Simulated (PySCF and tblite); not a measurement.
C₈H₄Cl₂S₂, numbered as in [c:1]1([Cl:2])[cH:3][s:4][c:5](-[c:7]2[s:8][cH:9][c:10]([Cl:11])[cH:12]2)[cH:6]1. Level: PBE0-D3(BJ)/pcSseg-1//GFN2-xTB, thermal terms from GFN2-xTB, symmetry numbers and mirror pairs counted. Conformers within 2.5 kcal/mol (GFN2-xTB free energy) were kept, 7 at most. GIAO shieldings: PBE0/pcSseg-1. Shifts are against TMS (¹H), TMS (¹³C) at the same level. Programs: PySCF with density fitting and tblite.

Torsions listed: S4–C5–C7–S8.

Two conformers hold nearly all the population. I: 0°; δ(C3/C9) = 126.02 ppm. II: 180°; δ(C3/C9) = 126.91 ppm. The average over the ensemble at 298.15 K is 126.68 ppm.

Q: What populations and free-energy difference follow from a two-state model?

A: p(I) = (126.68 − 126.91)/(126.02 − 126.91) = 0.26, so K = p(II)/p(I) = 2.87 and G(II) − G(I) = −RT ln K = -0.62 kcal/mol. The weights computed directly are 26.1 % and 73.9 %.
